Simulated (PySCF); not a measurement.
A PySCF script (with the pyscf-properties extension) for the NMR shieldings of `InChI=1S/C2H11ClOSi4/c1-5-8(7-3)6-2-4/h2,8H,5-7H2,1H3/t8-/m0/s1`, on a GFN2-xTB geometry:

```python
import basis_set_exchange as bse
import numpy as np
from pyscf import gto, dft
from pyscf.prop import nmr

atoms = """
C     0.987611   -2.552493   -1.697583
Si   -0.459452   -1.337326   -1.533510
Si    0.241232    0.612574   -0.432505
Si    1.362271    0.213382    1.588927
Cl    3.083857   -0.774299    0.994322
Si   -1.481848    2.102488    0.023513
C    -1.539599    2.028108    1.941866
O    -0.717424    1.428583    2.597220
H     1.735146   -2.176649   -2.390490
H     0.664359   -3.524972   -2.058423
H     1.482277   -2.701877   -0.741933
H    -1.543502   -1.996781   -0.786419
H    -1.000994   -1.077035   -2.876471
H     1.145072    1.345412   -1.355360
H     0.737996   -0.773484    2.462982
H     1.904855    1.339882    2.340229
H    -1.394150    3.547782   -0.220156
H    -2.860730    1.761353   -0.345816
H    -2.356779    2.544603    2.482144
"""
names = dict.fromkeys(["C", "Si", "Cl", "O", "H"], "pcSseg-1")
basis = {el: gto.basis.parse(bse.get_basis(n, elements=[el], fmt="nwchem")) for el, n in names.items()}
mol = gto.M(atom=atoms, basis=basis, charge=0, verbose=0)
mf = dft.RKS(mol, xc="PBE0")
mf.grids.level = 2
mf.grids.alignment = dft.numint.BLKSIZE   # the property module wants whole blocks of grid points
mf.conv_tol = 1e-9
mf.kernel()

calc = nmr.RKS(mf)   # GIAO
C = mf.mo_coeff
Co = C[:, mf.mo_occ > 0]
resp = mf.gen_response(singlet=True, hermi=2)
def vind(x):   # induced exchange potential for any number of trial vectors
    d = np.einsum("pi,xij,qj->xpq", C, 2 * x.reshape(-1, C.shape[1], Co.shape[1]), Co, optimize=True)
    return np.einsum("xpq,pi,qj->xij", resp(d - d.transpose(0, 2, 1)), C, Co, optimize=True).ravel()
mo1, _ = nmr.rhf.solve_mo1(calc, with_cphf=vind)
sigma = calc.kernel(mo1)
for i, s in enumerate(sigma):   # ppm
    w = np.linalg.eigvalsh((s + s.T) / 2)
    print("%2d %-2s iso %8.1f  s11 %8.1f  s22 %8.1f  s33 %8.1f" % (i, mol.atom_pure_symbol(i), w.mean(), *w))
```

Question: What does it print?

Answer: 
```
 0 C  iso    193.2  s11    187.3  s22    193.3  s33    199.0
 1 Si iso    419.4  s11    387.1  s22    408.4  s33    462.7
 2 Si iso    499.6  s11    485.8  s22    497.0  s33    516.0
 3 Si iso    384.5  s11    333.3  s22    397.7  s33    422.6
 4 Cl iso    949.6  s11    899.3  s22    937.7  s33   1011.8
 5 Si iso    416.1  s11    355.0  s22    407.4  s33    485.8
 6 C  iso    -68.8  s11   -223.3  s22    -85.7  s33    102.6
 7 O  iso   -528.4  s11  -1450.1  s22   -511.0  s33    375.9
 8 H  iso     31.4  s11     27.4  s22     28.8  s33     37.9
 9 H  iso     31.2  s11     25.9  s22     27.7  s33     40.1
10 H  iso     30.9  s11     24.6  s22     30.0  s33     38.2
11 H  iso     27.6  s11     24.0  s22     26.3  s33     32.7
12 H  iso     27.5  s11     23.2  s22     25.9  s33     33.4
13 H  iso     28.6  s11     24.9  s22     26.2  s33     34.6
14 H  iso     25.7  s11     21.7  s22     24.5  s33     30.9
15 H  iso     25.9  s11     20.9  s22     25.2  s33     31.5
16 H  iso     27.3  s11     24.0  s22     25.1  s33     32.8
17 H  iso     27.5  s11     23.6  s22     26.1  s33     32.9
18 H  iso     19.5  s11     14.1  s22     19.8  s33     24.7
```

These numbers come from an equivalent density-fitted implementation of the same equations, which agrees with the script to about 0.01 ppm for H and up to a few tenths of a ppm for heavy atoms, so last digits may differ.

Question: Turn these shieldings into chemical shifts. Shifts are taken against calculated references (same method and geometry level): TMS for 13C (σ = 186.93 ppm) and 29Si (σ = 349.16 ppm) and 1H (σ = 31.72 ppm); HCl for 35Cl (σ = 949.78 ppm); H2O for 17O (σ = 336.08 ppm).

Answer: Averaging equivalent atoms: C 6: 255.7; C 0: -6.3; Si 3: -35.4; Si 5: -66.9; Si 1: -70.2; Si 2: -150.4; Cl 4: 0; O 7: 864.5; H 18: 12.22; H 14: 6.00; H 15: 5.83; H 16: 4.39; H 12: 4.20; H 17: 4.17; H 11: 4.07; H 13: 3.15; H 8/9/10: 0.53 ppm. Unscaled 17O shifts of doubly bonded oxygen tend to come out too high, by tens of ppm or more. Experimental scales use liquid or dissolved standards, which lie at an offset from isolated H2O (liquid H2O: subtract about 36 ppm).

Size and cost of the density-fitted run: 226 basis functions, 62 s wall time on 1 thread of an Arm Neoverse V2, shared host; peak memory 1.1 GiB.
